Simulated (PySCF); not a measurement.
# Nuclear quadrupole coupling in `C[Si@@]1(CC[SiH3])CO[SiH2]O1`

Species: C₄H₁₄O₂Si₃.
Geometry (GFN2-xTB, Å), atoms numbered from 1 in this order:
```xyz
23
C4H14O2Si3 angstrom
C     -1.3191   -1.9882   -0.1057
Si    -0.8993   -0.1596    0.1828
C      0.8785    0.1459    0.7750
C      1.9153   -0.4995   -0.1452
Si     3.7001   -0.1802    0.4281
C     -1.4018    0.9380   -1.3252
O     -2.4647    1.7723   -0.8946
Si    -2.9595    1.6643    0.6486
O     -1.9618    0.4994    1.2388
H     -1.1897   -2.5594    0.8085
H     -0.6700   -2.4224   -0.8593
H     -2.3465   -2.1190   -0.4332
H      1.0777    1.2167    0.8495
H      0.9952   -0.2574    1.7818
H      1.7287   -1.5734   -0.1900
H      1.7757   -0.1256   -1.1612
H      4.6305   -0.8239   -0.5025
H      3.8814   -0.7352    1.7717
H      3.9545    1.2624    0.4570
H     -0.5966    1.5864   -1.6828
H     -1.7602    0.3623   -2.1833
H     -2.6617    2.8839    1.3785
H     -4.3116    1.1391    0.7186
```

Field gradients from the PBE0/pcSseg-1 density (PySCF, non-relativistic), principal values in atomic units, ordered |Vxx| ≤ |Vyy| ≤ |Vzz|:

```
atom      Vxx      Vyy     Vzz
  O7  -0.5543  -1.2374  1.7917
  O9  -0.2363  -0.6191  0.8554
```

Task: Find the asymmetry η = (Vxx − Vyy)/Vzz and the couplings χ = eQV/h (234.96 MHz × Q in barn × V in au), with Q(17O) = −0.0256 b.

Result: 
```csv
atom,environment,nucleus,η,χzz (MHz),χxx (MHz),χyy (MHz)
O7,silyl ether oxygen,17O,0.38,-10.78,3.33,7.44
O9,siloxane oxygen,17O,0.45,-5.15,1.42,3.72
```

Task: What is Vzz at O9 in SI units (1 au = 9.71736 × 10²¹ V/m²)?

Result: 0.8554 au = 8.312 × 10²¹ V/m².

Task: And the gradient at the other heavy atoms, for which no coupling is worked out here?

Result: 
```csv
atom,environment,Vzz (au),η
C1,Si-methyl carbon,-0.067,0.19
Si2,oxygen-bound silicon,0.487,0.13
C3,sp3 carbon bound to silicon,0.095,0.95
C4,sp3 carbon bound to silicon,0.074,0.91
Si5,SiH3 silicon,0.060,0.06
C6,sp3 carbon bound to oxygen,0.468,0.27
Si8,oxygen-bound silicon,0.688,0.54
```

Task: What couplings would deuterons (Q(2H) = 0.00286 b) have in place of the hydrogens, at this geometry?

Result: 
| atom | bonded to | bond length (Å) | Vzz (au) | η | χzz (kHz) |
| --- | --- | --- | --- | --- | --- |
| H10 | C1 | 1.086 | 0.3263 | 0.02 | 219 |
| H11 | C1 | 1.085 | 0.3272 | 0.01 | 220 |
| H12 | C1 | 1.086 | 0.3248 | 0.01 | 218 |
| H13 | C3 | 1.092 | 0.3100 | 0.03 | 208 |
| H14 | C3 | 1.091 | 0.3118 | 0.02 | 210 |
| H15 | C4 | 1.091 | 0.3116 | 0.03 | 209 |
| H16 | C4 | 1.091 | 0.3113 | 0.03 | 209 |
| H17 | Si5 | 1.465 | 0.1622 | 0.00 | 109 |
| H18 | Si5 | 1.465 | 0.1621 | 0.01 | 109 |
| H19 | Si5 | 1.465 | 0.1620 | 0.01 | 109 |
| H20 | C6 | 1.094 | 0.3013 | 0.09 | 202 |
| H21 | C6 | 1.094 | 0.3011 | 0.09 | 202 |
| H22 | Si8 | 1.452 | 0.1655 | 0.00 | 111 |
| H23 | Si8 | 1.452 | 0.1655 | 0.00 | 111 |

One conformer (not necessarily the lowest) at the GFN2-xTB geometry, without solvent, vibrations or thermal averaging. GFN2-xTB bond lengths can be off by several hundredths of an ångström, more for odd bonds, and the gradients follow them. These gradients aren't converged with respect to the basis.
